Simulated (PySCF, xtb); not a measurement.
B(F)2(NMe2) (C₂H₆BF₂N), SMILES CN(C)B(F)F.

GFN2-xTB run with xtb at its own geometry gives an orbital gap of 6.38 eV and a dipole moment of 3.68 D.

Geometry optimised at B3LYP-D3(BJ)/def2-SVP. Other conformers were not sampled.

Question: What does B3LYP/def2-TZVP (PySCF) give? (An estimate is asked for; the answer gives what the named calculation found.)

Answer: gap 7.61 eV (levels -7.15 and 0.47 eV), dipole 2.65 D.
